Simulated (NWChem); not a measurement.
The numbers come from NWChem runs, not from measurements. System: CH$_{6}$AlN, charge 0, spin multiplicity 1, at a geometry optimised with PBE/def2-SVP. The structure started from a generated list of species. Level: PBE/cc-pVDZ.

Part of the output:

```
             Northwest Computational Chemistry Package (NWChem) 7.3.0
             --------------------------------------------------------

                                NWChem Input Module
                                -------------------

 Scaling coordinates for geometry "geometry" by  1.889725989
 (inverse scale =  0.529177249)

 Turning off AUTOSYM since
 SYMMETRY directive was detected!

                             Geometry "geometry" -> ""
                             -------------------------

 Output coordinates in angstroms (scale by  1.889725989 to convert to a.u.)

  No.       Tag          Charge          X              Y              Z
 ---- ---------------- ---------- -------------- -------------- --------------
    1 Al                  13.0000    -1.23807800    -0.15883000     0.00000000
    2 H                    1.0000    -2.13047900    -1.48411800     0.00000000
    3 H                    1.0000    -1.78786300     1.34199000     0.00000000
    4 N                    7.0000     0.53957600    -0.38900900     0.00000000
    5 C                    6.0000     1.60432800     0.60029400     0.00000000
    6 H                    1.0000     0.90791700    -1.34633200     0.00000000
    7 H                    1.0000     2.26375000     0.52556400    -0.89583200
    8 H                    1.0000     2.26375000     0.52556400     0.89583200
    9 H                    1.0000     1.17493700     1.62343200     0.00000000

 Effective nuclear repulsion energy (a.u.)      99.5118949949

            Nuclear Dipole moment (a.u.)
            ----------------------------
        X                 Y               Z
 ---------------- ---------------- ----------------
    -0.0000037795     0.0000207870     0.0000000000

      Symmetry information
      --------------------

 Group name             Cs
 Group number              2
 Group order               2
 No. of unique centers     8

      Symmetry unique atoms

     1    2    3    4    5    6    7    9


 Summary of "ao basis" -> "" (spherical)
 ------------------------------------------------------------------------------
       Tag                 Description            Shells   Functions and Types
 ---------------- ------------------------------  ------  ---------------------
 *                          cc-pvdz                   on all atoms

  pbe96 is a nonlocal functional; adding pw91lda local functional.

                                 NWChem DFT Module
                                 -----------------

 Summary of "ao basis" -> "ao basis" (spherical)
 ------------------------------------------------------------------------------
       Tag                 Description            Shells   Functions and Types
 ---------------- ------------------------------  ------  ---------------------
 Al                         cc-pvdz                  8       18   4s3p1d
 H                          cc-pvdz                  3        5   2s1p
 N                          cc-pvdz                  6       14   3s2p1d
 C                          cc-pvdz                  6       14   3s2p1d

 Summary of "ao basis" -> "ao basis" (spherical)
 ------------------------------------------------------------------------------
       Tag                 Description            Shells   Functions and Types
 ---------------- ------------------------------  ------  ---------------------
 Al                         cc-pvdz                  8       18   4s3p1d
 H                          cc-pvdz                  3        5   2s1p
 N                          cc-pvdz                  6       14   3s2p1d
 C                          cc-pvdz                  6       14   3s2p1d

      Symmetry analysis of basis
      --------------------------

        a'         54
        a"         22

            General Information
            -------------------
          SCF calculation type: DFT
          Wavefunction type:  closed shell.
          No. of atoms     :     9
          No. of electrons :    32
           Alpha electrons :    16
            Beta electrons :    16
          Charge           :     0
          Spin multiplicity:     1
          Use of symmetry is: on ; symmetry adaption is: on
          Maximum number of iterations: 100
[...]
     1 a'          2 a'          3 a'          4 a'          5 a'
     6 a'          7 a"          8 a'          9 a'         10 a'
    11 a'         12 a"         13 a'         14 a'         15 a'
    16 a"         17 a"         18 a'         19 a'         20 a'
    21 a'         22 a"         23 a'         24 a'         25 a'
    26 a'

------------------------------------------------------------
EAF file 0: "./mol.aoints.0" size=524288 bytes
------------------------------------------------------------
               write      read    awrite     aread      wait
               -----      ----    ------     -----      ----
     calls:        1         0         0         0         0
   data(b): 5.24e+05  0.00e+00  0.00e+00  0.00e+00
   time(s): 0.00e+00  0.00e+00  0.00e+00  0.00e+00  0.00e+00
rate(mb/s): 0.00e+00  0.00e+00
------------------------------------------------------------

   convergence    iter        energy       DeltaE   RMS-Dens  Diis-err    time
 ---------------- ----- ----------------- --------- --------- ---------  ------
 d= 0,ls=0.0,diis     1   -338.5807426580 -4.38D+02  1.54D-02  3.83D-01     1.3
 d= 0,ls=0.0,diis     2   -338.4003836010  1.80D-01  1.13D-02  1.66D+00     1.5
 d= 0,ls=0.0,diis     3   -338.6182950646 -2.18D-01  2.49D-03  7.38D-02     1.6
 d= 0,ls=0.0,diis     4   -338.6270552285 -8.76D-03  8.11D-04  9.12D-03     1.7
 d= 0,ls=0.0,diis     5   -338.6281461934 -1.09D-03  2.36D-04  5.10D-04     1.8
  Resetting Diis
 d= 0,ls=0.0,diis     6   -338.6282183492 -7.22D-05  4.58D-05  2.02D-05     2.0
 d= 0,ls=0.0,diis     7   -338.6282214841 -3.13D-06  3.21D-05  1.15D-06     2.1
 d= 0,ls=0.0,diis     8   -338.6282207125  7.72D-07  2.04D-05  7.20D-06     2.2
 d= 0,ls=0.0,diis     9   -338.6282216734 -9.61D-07  3.02D-06  6.17D-08     2.3

         Total DFT energy =     -338.628221673354
      One electron energy =     -664.027198187291
           Coulomb energy =      258.807793406950
    Exchange-Corr. energy =      -32.920711887934
 Nuclear repulsion energy =       99.511894994921

 Numeric. integr. density =       31.999989410361

     Total iterative time =      1.9s

                  Occupations of the irreducible representations
                  ----------------------------------------------

                     irrep           alpha         beta
                     --------     --------     --------
                     a'               13.0         13.0
                     a"                3.0          3.0

                       DFT Final Molecular Orbital Analysis
                       ------------------------------------

 Vector   14  Occ=2.000000D+00  E=-2.854253D-01  Symmetry=a'
              MO Center= -2.0D-01,  4.3D-02,  3.2D-16, r^2= 3.9D+00
   Bfn.  Coefficient  Atom+Function         Bfn.  Coefficient  Atom+Function
  ----- ------------  ---------------      ----- ------------  ---------------
    32      0.332358  4 N  px                 8     -0.253985  1 Al px
    46     -0.207185  5 C  px                24      0.181545  3 H  s
    57      0.175588  6 H  s                 72      0.174106  9 H  s
    19      0.167826  2 H  s                 31     -0.157363  4 N  s
    35      0.146669  4 N  px                73      0.125633  9 H  s

 Vector   15  Occ=2.000000D+00  E=-2.561702D-01  Symmetry=a'
              MO Center= -1.8D+00, -1.1D-01, -4.6D-17, r^2= 2.8D+00
   Bfn.  Coefficient  Atom+Function         Bfn.  Coefficient  Atom+Function
  ----- ------------  ---------------      ----- ------------  ---------------
    19      0.323648  2 H  s                 24     -0.318797  3 H  s
     9     -0.292265  1 Al py                20      0.186664  2 H  s
    25     -0.185570  3 H  s                 12     -0.154553  1 Al py
    14      0.069341  1 Al d -2              46     -0.053465  5 C  px
    33      0.046094  4 N  py                57     -0.043659  6 H  s

 Vector   16  Occ=2.000000D+00  E=-2.006000D-01  Symmetry=a"
              MO Center=  5.9D-01, -2.2D-01,  8.8D-16, r^2= 2.0D+00
   Bfn.  Coefficient  Atom+Function         Bfn.  Coefficient  Atom+Function
  ----- ------------  ---------------      ----- ------------  ---------------
    34      0.509682  4 N  pz                37      0.406185  4 N  pz
    62      0.174409  7 H  s                 67     -0.174409  8 H  s
    10      0.171688  1 Al pz                13      0.159930  1 Al pz
    48     -0.143711  5 C  pz                63      0.130984  7 H  s
    68     -0.130984  8 H  s                 17     -0.065689  1 Al d  1

 Vector   17  Occ=0.000000D+00  E=-5.040340D-02  Symmetry=a"
              MO Center= -1.2D+00, -1.5D-01,  3.1D-15, r^2= 4.2D+00
   Bfn.  Coefficient  Atom+Function         Bfn.  Coefficient  Atom+Function
  ----- ------------  ---------------      ----- ------------  ---------------
    13      0.667080  1 Al pz                10      0.415055  1 Al pz
    34     -0.256451  4 N  pz                37     -0.255856  4 N  pz
    63     -0.092019  7 H  s                 68      0.092019  8 H  s
    17      0.082025  1 Al d  1              51     -0.058084  5 C  pz
    62     -0.051340  7 H  s                 67      0.051340  8 H  s

 Vector   18  Occ=0.000000D+00  E= 7.488029D-03  Symmetry=a'
              MO Center= -3.7D-01, -3.6D-01,  1.6D-14, r^2= 5.3D+00
   Bfn.  Coefficient  Atom+Function         Bfn.  Coefficient  Atom+Function
  ----- ------------  ---------------      ----- ------------  ---------------
     4      0.873018  1 Al s                 31     -0.775258  4 N  s
    11      0.629412  1 Al px                45     -0.442434  5 C  s
    58      0.302345  6 H  s                 20     -0.248318  2 H  s
    25     -0.237677  3 H  s                 30     -0.170216  4 N  s
    63      0.150045  7 H  s                 68      0.150045  8 H  s

 Vector   19  Occ=0.000000D+00  E= 2.964417D-02  Symmetry=a'
              MO Center= -1.8D+00, -2.9D-02,  5.0D-15, r^2= 4.6D+00
   Bfn.  Coefficient  Atom+Function         Bfn.  Coefficient  Atom+Function
  ----- ------------  ---------------      ----- ------------  ---------------
     4      1.260639  1 Al s                 20     -0.875239  2 H  s
    25     -0.853990  3 H  s                 11     -0.734281  1 Al px
    45      0.462322  5 C  s                 73     -0.276950  9 H  s
     3      0.253847  1 Al s                 19     -0.219532  2 H  s
     8     -0.209647  1 Al px                24     -0.194339  3 H  s

 center of mass
 --------------
 x =  -0.12435168 y =  -0.04270063 z =   0.00000000

 moments of inertia (a.u.)
 ------------------
          63.514875489706         -63.181620032802           0.000000000000
         -63.181620032802         350.074572288207           0.000000000000
           0.000000000000           0.000000000000         402.036416909905

     Multipole analysis of the density
     ---------------------------------

     L   x y z        total         alpha         beta         nuclear
     -   - - -        -----         -----         ----         -------
     0   0 0 0     -0.000000    -16.000000    -16.000000     32.000000

     1   1 0 0      0.562052      0.281028      0.281028     -0.000004
     1   0 1 0     -0.114878     -0.057450     -0.057450      0.000021
     1   0 0 1     -0.000000     -0.000000     -0.000000      0.000000

     2   2 0 0    -21.035198   -113.359612   -113.359612    205.684026
     2   1 1 0     -0.608338    -19.396211    -19.396211     38.184084
     2   1 0 1      0.000000      0.000000      0.000000      0.000000
     2   0 2 0    -21.161147    -32.995222    -32.995222     44.829298
     2   0 1 1     -0.000000     -0.000000     -0.000000      0.000000
     2   0 0 2    -19.772425    -12.752045    -12.752045      5.731665

 Task  times  cpu:        2.3s     wall:        2.3s

 Total times  cpu:        2.3s     wall:        2.3s
```

Task: Write an NWChem input that would produce this output.

Result: One answer among several that fit: 
```
start mol
memory heap 200 mb stack 900 mb global 1100 mb
geometry units angstroms nocenter noautoz
  Al    -1.238078    -0.158830     0.000000
  H     -2.130479    -1.484118     0.000000
  H     -1.787863     1.341990     0.000000
  N      0.539576    -0.389009     0.000000
  C      1.604328     0.600294     0.000000
  H      0.907917    -1.346332     0.000000
  H      2.263750     0.525564    -0.895832
  H      2.263750     0.525564     0.895832
  H      1.174937     1.623432     0.000000
  symmetry group Cs
end
basis spherical
  * library cc-pvdz
end
dft
  xc xpbe96 cpbe96
  semidirect memsize 60000000 filesize 0
  iterations 100
end
task dft energy
```
